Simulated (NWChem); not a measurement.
# GeH2O2, singlet; SMILES [OH][Ge][OH]

```xyz
5

Ge     0.0000     0.0000     0.3497
O      1.3035     0.0000    -0.8664
H      2.1766     0.0000    -0.4574
O     -1.3035     0.0000    -0.8664
H     -2.1766     0.0000    -0.4574
```
Atoms are numbered in this order, from 1.

Program: NWChem. Low-valent species are run as closed-shell singlets; no triplet was tried in these runs. The geometry was optimised at PBE0/def2-SVP. GIAO values for the isolated, static molecule; σ is the absolute isotropic shielding, δ = σ(reference) − σ with the isolated reference molecule computed at the same levels (1H: tetramethylsilane, 17O: water).

Q: Among these, which level gives the highest value of “δ O2 (ppm)”?
A. PBE0/pcSseg-1
B. PBE/pcSseg-1
C. BHandHLYP/pcSseg-1

A: B, PBE/pcSseg-1. Values: BHandHLYP/pcSseg-1 241.9; PBE0/pcSseg-1 255.5; PBE/pcSseg-1 276.1
